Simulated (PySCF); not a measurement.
C5H6FNO.
Structure used (GFN2-xTB), in Å, numbered top down from 1:
```xyz
14
C5H6FNO angstrom
N      2.8846   -1.2698   -0.4743
C      1.9691   -0.6233   -0.6969
C      0.8046    0.1831   -0.9548
C     -0.0584    0.3419    0.3040
C     -1.1781    1.3357    0.0692
O     -1.2940    2.0144   -0.9089
C     -0.6342   -1.0048    0.7571
F     -1.2914   -0.8582    1.9492
H      1.1228    1.1703   -1.3010
H      0.2202   -0.2808   -1.7546
H      0.5475    0.7387    1.1295
H     -1.8973    1.3822    0.9062
H      0.1654   -1.7360    0.9173
H     -1.3615   -1.3938    0.0359
```

Level of theory: TDDFT B3LYP/def2-SVPD, vertical, gas phase, core orbitals frozen in the response (PySCF).

Orbital energies (eV): HOMO-3 -10.26, HOMO-2 -9.67, HOMO-1 -9.52, HOMO -7.98, LUMO -1.87, LUMO+1 -0.05, LUMO+2 0.29.

Computed singlets:

| state | E (eV) | f |
| --- | --- | --- |
| S1 | 4.25 | 0.0002 |
| S2 | 6.83 | 0.0048 |
| S3 | 7.03 | 0.0040 |
| S4 | 7.06 | 0.0067 |
| S5 | 7.39 | 0.0063 |
| S6 | 7.41 | 0.0052 |
| S7 | 7.49 | 0.061 |
| S8 | 7.65 | 0.0028 |

Which orbital pair leads each of S1, S2, S3, S4, S5 and S6, and how does its energy difference Δε compare with the excitation energy?

```
state  leading configuration  weight  Δε (eV)  E (eV)  E − Δε (eV)       f  other configurations
   S1              HOMO→LUMO    0.98     6.11    4.25        -1.86  0.0002                     –
   S2            HOMO-1→LUMO    0.91     7.65    6.83        -0.82  0.0048                     –
   S3            HOMO-2→LUMO    0.68     7.80    7.03        -0.76  0.0040           H→L+1 (26%)
   S4            HOMO→LUMO+1    0.68     7.93    7.06        -0.87  0.0067           H-2→L (25%)
   S5            HOMO→LUMO+2    0.69     8.27    7.39        -0.88  0.0063           H-3→L (25%)
   S6            HOMO-3→LUMO    0.67     8.39    7.41        -0.98  0.0052           H→L+2 (27%)
```

E − Δε runs from -1.86 to -0.76 eV. Among themselves, these states come in the order of their orbital differences.

H and L stand for HOMO and LUMO. The other states: S7 7.49 eV, f 0.061, H→L+3 (79%), H→L+4 (10%); S8 7.65 eV, f 0.0028, H→L+4 (78%), H→L+3 (10%).

Which computed triplets share their leading configuration (75% or more) with a singlet, and how far apart are the partners?

```csv
configuration,triplet,E(T) (eV),singlet,E(S) (eV),E(S) − E(T) (eV)
HOMO→LUMO,T1,3.65,S1,4.25,+0.60
```

The 3 triplets are Tamm–Dancoff values, the singlets full response.

Summed over the main configurations (up to three a state, each over 8%) of all 8 singlets, the electron leaves HOMO with weight 4.65, HOMO-2 with weight 0.93, HOMO-3 with weight 0.92 and HOMO-1 with weight 0.91.

The run took 64 s wall on an Arm Neoverse N1 with one thread, no GPU, shared host with 64 logical CPUs at a one-minute load of 56, and the process peaked at 0.84 GiB of memory.

One conformer stands for the species.
